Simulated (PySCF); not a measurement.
All numbers come from PySCF, PBE0, basis Sn def2-SVPD with ECP28, F def2-SVPD (scalar-relativistic core potentials, no spin–orbit coupling, density fitting). Open shells, if any, are unrestricted.

What shape and geometry does isolated singlet SnF₃⁻ take (every ligand bound to Sn)?

Counting electrons, tin keeps 2 of its valence electrons outside its bonds, so the VSEPR class is AX3E1 and the expected shape is trigonal pyramidal (C3v), as computed. The angle of 95° is close to 90°: the heavy centre bonds with nearly pure p orbitals and keeps its lone pair s-like. The lowest minimum found is a singlet of C3v symmetry with Sn–F 2.035 Å (×3); F–Sn–F 95.4° (×3). Its harmonic wavenumbers are 149 (e), 189 (a1), 478 (e), 505 (a1) cm⁻¹ and its dipole moment is 4.02 D about the centre of mass.

Only a few start shapes were tried, so a lower isomer may exist. The lowest empty level of this anion is unbound, so it and the gap depend on the basis.
